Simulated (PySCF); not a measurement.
## `C(C#CC(=O)O)(F)F`, C$_{4}$H$_{2}$F$_{2}$O$_{2}$

Cartesian coordinates in Å; atom numbers follow the order of the lines, from 1:
```xyz
10

O    -2.1857   -0.5376    1.6799
C    -1.8231   -0.2655    0.5699
O    -2.6312   -0.0840   -0.4718
C    -0.4333   -0.0926    0.1980
C     0.7428    0.0145   -0.0232
C     2.1538    0.1916   -0.3396
F     2.6427    1.3131    0.2392
F     2.3431    0.3269   -1.6737
H    -3.5587   -0.1960   -0.2082
H     2.7584   -0.6658    0.0069
```

The calculation used PySCF 2.14.0, quadratic response B3LYP/def2-SVPD first hyperpolarisability, Taylor convention, gas phase. Geometry: GFN2-xTB.

Task: Give β for the processes computed.

Result: In au, Taylor convention; the vector part is βᵢ = ⅓ Σⱼ (βᵢⱼⱼ + βⱼᵢⱼ + βⱼⱼᵢ); β∥ is 3/5 of the vector part along the dipole, the dipole points from − to +:
| process | λ (nm) | β vector norm | β∥ | β HRS | depolarisation ratio |
| --- | --- | --- | --- | --- | --- |
| static β(0;0,0) | ∞ | 110.0 | -52.2 | 50.6 | 3.75 |
| second harmonic β(−2ω;ω,ω) | 1550 | 119.2 | -56.0 | 54.8 | 3.74 |
| Pockels β(−ω;ω,0) | 1550 | 112.9 | -53.4 | – | – |
| second harmonic β(−2ω;ω,ω) | 1064 | 131.4 | -61.0 | 60.3 | 3.75 |
| Pockels β(−ω;ω,0) | 1064 | 116.4 | -54.9 | – | – |
| second harmonic β(−2ω;ω,ω) | 694.3 | 177.3 | -78.8 | 80.8 | 3.78 |
| Pockels β(−ω;ω,0) | 694.3 | 126.1 | -58.9 | – | – |

Task: Which lowest excitations, dipole and polarisabilities go with it?

Result: S1 4.71 eV (f = 0.000); S2 5.64 eV (f = 0.001); S3 5.87 eV (f = 0.060); dipole 1.65 D; isotropic α 58.7 au static, 59.0 au at 1550 nm, 59.3 au at 1064 nm, 59.8 au at 775 nm, 60.1 au at 694.3 nm, 61.1 au at 532 nm, 65.1 au at 347.1 nm.
